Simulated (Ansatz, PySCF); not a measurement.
Gas-phase reaction R1 + R2 → P1, each structure at its B3LYP-D3(BJ)/def2-SVP stationary point, reached from a drawn start (curvature not checked).
R1: HInO (SMILES [OH][In]), charge 0, multiplicity 1.
P1, HInO3 (SMILES [OH][In]1[O][O]1) (charge 0, multiplicity 1):
```xyz
5

In     0.0000     0.1278     0.1289
O      0.0000     0.1660    -1.8461
H      0.0000    -0.7314    -2.2148
O      0.8102     0.2188     1.9660
O     -0.8102     0.2188     1.9660
```
R2, O2 (SMILES O=O) (charge 0, multiplicity 3):
```xyz
2

O      0.00000     0.00000     0.59999
O      0.00000     0.00000    -0.59999
```

P less R. No zero-point or thermal terms; singlets are restricted closed shells; open shells are unrestricted; no spin–orbit coupling. One arrangement of each flexible species, with no search for the lowest.

Cores are frozen in the correlated methods. In cc and def2 sets filled d and f shells under p-block atoms count as core.

The values were computed with Ansatz (a quantum-chemistry and plane-wave program); PySCF for M06-2X and the D3/D4 terms. No computed number here is a measurement. Elements past Kr take the def2 small-core potentials, without spin–orbit coupling.

| level | reaction energy (kcal/mol) |
|---|---|
| PBE-D4/def2-TZVPPD | 24.67 |
| BLYP/def2-TZVPPD | 29.20 |
| M06-2X/def2-TZVPPD | 28.57 |
| wB97X-V/def2-TZVPPD | 29.57 |
| MP2/def2-TZVPPD | 8.49 |
| MP2/def2-QZVPPD | 6.14 |
| SCS-MP2/def2-SVPD | ? |
| CCSD/def2-SVPD | ? |
| CCSD/def2-TZVPPD | ? |

Task: What belongs in the gaps?

Result: 
- SCS-MP2/def2-SVPD, reaction energy (kcal/mol): 15.89
- CCSD/def2-SVPD, reaction energy (kcal/mol): 31.76
- CCSD/def2-TZVPPD, reaction energy (kcal/mol): 23.61
